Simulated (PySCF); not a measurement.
Run times: holmium in even-tempered 19s13p8d4f4g

Measured wall times of calculations with PySCF 2.14 in an uncontracted even-tempered set (19 s from 3.7 bohr⁻², ratio 2.5; 13 p from 4.8 bohr⁻², ratio 2.5; 8 d from 8.6 bohr⁻², ratio 2.5; 4 f from 22 bohr⁻², ratio 2.7; 4 g from 34 bohr⁻², ratio 2.7), with scalar relativity by spin-free X2C-1e, run from one Python driver. Hardware: 2 threads of Neoverse-V2 on a shared host, 2.6 GiB allowed. The two-electron integrals over 162 functions were computed once and kept in memory (1.3 CPU seconds with the set-up); the times below exclude them. Kohn-Sham runs start from converged Hartree-Fock orbitals.

Launch command (the driver calls PySCF for each step listed in the task file):

```bash
OMP_NUM_THREADS=2 python atomrun2.py TASK.json OUT
```

```
              species                           step  iterations  wall time (s)
Ho(37+) [Ar] 3d10 4s2  UHF with spin-orbit constants           1            9.4
Ho(37+) [Ar] 3d10 4s2                            LDA           5              1
Ho(37+) [Ar] 3d10 4s2                            PBE           5            1.3
Ho(37+) [Ar] 3d10 4s2                           PBE0           4            2.7
Ho(37+) [Ar] 3d10 4s2                         r2SCAN           5            3.3
Ho(37+) [Ar] 3d10 4s2                            M06           5            5.2
Ho(37+) [Ar] 3d10 4s2                          M06-L           5            3.4
Ho(37+) [Ar] 3d10 4s2             MP2 (20 electrons)                        3.1
Ho(38+) [Ar] 3d10 4s1                            UHF           1            3.2
Ho(38+) [Ar] 3d10 4s1                            LDA           5            1.1
Ho(38+) [Ar] 3d10 4s1                            PBE           5            1.3
Ho(38+) [Ar] 3d10 4s1                           PBE0           4            2.7
Ho(38+) [Ar] 3d10 4s1                         r2SCAN           5            3.4
Ho(38+) [Ar] 3d10 4s1                            M06           5            5.2
Ho(38+) [Ar] 3d10 4s1                          M06-L           5            3.3
Ho(38+) [Ar] 3d10 4s1             MP2 (19 electrons)                        3.1
```

Peak memory of the process: 1.1 GiB. Times on a shared host vary from run to run.
